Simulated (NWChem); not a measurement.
InBr$_{2}$F; SMILES [F][In]([Br])[Br]

```xyz
4

In     0.0000     0.0000     0.4859
F      0.0000     0.0000     2.4310
Br    -2.1684     0.0000    -0.6527
Br     2.1684     0.0000    -0.6527
```
Atoms are numbered in this order, from 1.

Structure relaxed at the PBE0/def2-SVP level. No frequency run checked for a minimum. def2 effective core potentials on In; no spin-orbit coupling.

Symmetry labels are those of C2v in the frame above (b1 and b2, or b-type labels, depend on it).

### Question
List the 4 lowest vertical singlet excitations from B3LYP/def2-SVPD with def2 effective core potentials on In, TDA (NWChem).

### Answer
| state | energy (eV) | oscillator strength | symmetry | leading excitation (squared amplitude) |
|---|---|---|---|---|
| S1 | 4.14 | 0.013 | b1 | HOMO → LUMO (0.98) |
| S2 | 4.20 | 0.000 | a2 | HOMO−1 → LUMO (1.00) |
| S3 | 4.33 | 0.023 | a1 | HOMO−2 → LUMO (0.98) |
| S4 | 4.51 | 0.018 | b2 | HOMO−3 → LUMO (0.99) |
